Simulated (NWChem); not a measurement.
System: C₂H₄Cl₂OSi; SMILES Cl[Si]1(Cl)CCO1

NWChem input:

```
start job
memory heap 200 mb stack 900 mb global 1100 mb
geometry units angstroms noautosym nocenter noautoz
  Cl    -0.028476    -1.203495    -1.651353
  Si    -0.042310     0.009957     0.000000
  Cl    -0.028476    -1.203495     1.651353
  C     -1.140787     1.516740     0.000000
  C      0.217052     2.258441     0.000000
  O      1.163666     1.163312     0.000000
  H     -1.753825     1.674060    -0.897795
  H     -1.753825     1.674060     0.897795
  H      0.371828     2.881164     0.895426
  H      0.371828     2.881164    -0.895426
end
basis spherical
  * library 6-31g*
end
dft
  xc b3lyp
  iterations 150
end
property
  response 1 0.0
end
task dft property
```

The geometry was optimised at PBE0/def2-SVP. B3LYP is NWChem's, with the RPA form of VWN correlation.

Static field.

Task: Predict the main results of this run. (B3LYP/6-31G* (spherical d).) Quantities: basis functions; isotropic polarisability (bohr³); anisotropy (bohr³).

Result: The number of basis functions is 104 and the isotropic polarisability (bohr³) is 59.6. The anisotropy (bohr³) is 22.4.
